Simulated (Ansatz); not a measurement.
Cost and result up the ladder for diborane 1,1-di F (B2H4F2) (8 atoms). Total charge 0; singlet. Geometry: PBE-D4/def2-TZVP.

Cartesian coordinates in Å:
```
B 0.509 0.412 -0.584
F 0.773 -0.146 -1.773
F 1.037 1.610 -0.304
H -0.874 0.404 -0.326
B -0.518 -0.419 0.595
H -0.721 0.124 1.639
H -0.963 -1.486 0.293
H 0.757 -0.498 0.459
```

Ansatz on 4 threads of Arm Neoverse V2 on a shared host. Times are rough, and most runs start from the orbitals of an earlier one. PBE0-D4/def2-TZVPD serves as the yardstick here, not as an exact answer. Differences are given only for rows in sets of like size (and for xTB, whose basis is part of the method), since another set adds its own error. Binding counts from free atoms at the same level (B doublet, F doublet, H doublet; other spins of the atoms weren't run), without zero-point energy or a counterpoise term.

B3LYP takes the VWN-RPA correlation. Correlated methods freeze 4 core orbitals.

Correlated methods converge slowly with the basis.

| level | functions | binding energy per atom (eV) | difference from PBE0-D4/def2-TZVPD (eV) |
| --- | --- | --- | --- |
| r2SCAN-D4/def2-TZVP (with forces) | 148 | 3.92 | 0.04 |
| PBE-D4/def2-TZVP | 148 | 3.95 | 0.07 |
| B97M-V/def2-TZVP | 148 | 3.89 | 0.02 |
| PBE-D4/def2-SVP | 76 | 4.01 | – |
| HF/6-31G | 44 | 2.73 | – |
| MP2/def2-TZVP | 148 | 3.85 | -0.03 |
| PBE0-D4/def2-SVP | 76 | 3.93 | – |
| B3LYP-D4/6-31G | 44 | 3.71 | – |
| r2SCAN-D4/def2-TZVPD | 190 | 3.92 | 0.04 |
| CCSD(T)/def2-TZVPP | 180 | 3.79 | -0.09 |
| B3LYP-D4/def2-TZVP | 148 | 3.87 | 0.00 |
| PBE0-D4/def2-TZVPD | 190 | 3.88 | 0.00 |
| BHLYP-D4/def2-TZVP | 148 | 3.77 | -0.11 |
| PBE0-D4/def2-TZVP | 148 | 3.88 | 0.00 |

Q: Estimate how long each takes.

A: HF/6-31G 0.1 s; B3LYP-D4/6-31G 0.3 s; PBE-D4/def2-SVP 0.4 s; PBE0-D4/def2-SVP 0.4 s; PBE-D4/def2-TZVP 0.65 s; B3LYP-D4/def2-TZVP 0.8 s; PBE0-D4/def2-TZVP 0.85 s; BHLYP-D4/def2-TZVP 0.85 s; MP2/def2-TZVP 1.1 s; PBE0-D4/def2-TZVPD 1.2 s; r2SCAN-D4/def2-TZVP (with forces) 1.6 s; r2SCAN-D4/def2-TZVPD 1.9 s; B97M-V/def2-TZVP 2.6 s; CCSD(T)/def2-TZVPP 19 s. On shared hardware such times vary by a factor of up to 3.
